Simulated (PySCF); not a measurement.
Question: Write Cartesian coordinates for `C=C([SiH2]N)C(F)(F)F` as optimised with PBE0-D3(BJ)/def2-SVP.

Answer: 
```
atom  x, y, z in Å
C1    -0.394   -1.556   -0.368
C2    -0.563   -0.275   -0.028
Si3    0.906    0.795    0.485
N4     2.331    0.043   -0.146
C5    -1.931    0.335   -0.039
F6    -2.045    1.245   -1.016
F7    -2.912   -0.556   -0.213
F8    -2.173    0.974    1.115
H9    -1.237   -2.196   -0.649
H10    0.609   -1.994   -0.374
H11    0.634    2.192    0.022
H12    1.062    0.813    1.969
H13    2.514    0.049   -1.143
H14    3.194    0.117    0.379
```

Orientation and origin are arbitrary. Atoms count from 1 in this order. Si3 (SiH2 silicon) is distorted tetrahedral (angles from 106.4° to 116.3°). Of the pairs four or more bonds apart, F7···H9 is among the closest relative to their van der Waals radii: 2.38 Å, 89 % of the sum of Bondi's values. The 2 C–C bonds span 1.337 Å (C1=C2, drawn double) to 1.498 Å (C2–C5, drawn single), a spread of 0.161 Å. N4 (silicon-bound nitrogen) has angles 120.3°, 118.7° and 110.8°, sum 349.9°, 0.22 Å off the plane of its three neighbours.

Bonds between heavy atoms (Å): C1=C2 1.337, C2–Si3 1.889, Si3–N4 1.730, C2–C5 1.498, C5–F6 1.339, C5–F7 1.336, C5–F8 1.342.

Level of theory: PBE0-D3(BJ)/def2-SVP geometry optimisation, gas phase (PySCF).

Point group: C1 (no symmetry element, even within 0.4 Å). Not checked by PBE0-D3(BJ)/def2-SVP frequencies. One conformer, not necessarily the lowest (C1–C2–Si3–N4 21°, C2–Si3–N4–H 71° and -147°).
